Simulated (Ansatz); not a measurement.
Zn2Se. The state is a triplet with charge 0. Geometry r2SCAN-D4/def2-TZVP, that of the charge +1 doublet; atoms count from 1.

```xyz
3

Zn   -1.013    0.773   -1.473
Zn    1.407   -0.005    1.347
Se   -0.394   -0.768    0.126
```

The structure comes from a short search, and lower isomers may exist.

Estimate the Mulliken populations from the PBE0/def2-TZVP orbitals of Ansatz.


```csv
atom,charge (e),spin (α − β),d electrons
Zn1,0.16,0.78,10.02
Zn2,0.16,0.78,10.02
Se3,-0.31,0.44,–
```
Mulliken values and Mayer orders depend strongly on the basis.

Where does the spin sit?

Summed by element: Zn 1.56, Se 0.44, of 2 unpaired in all. Largest on single atoms: Zn1 0.78, Zn2 0.78, Se3 0.44.

And the Mayer bond orders between bonded heavy atoms (over 0.3)?

Zn1–Se3 1.08 (2.31 Å); Zn2–Se3 1.08 (2.31 Å).
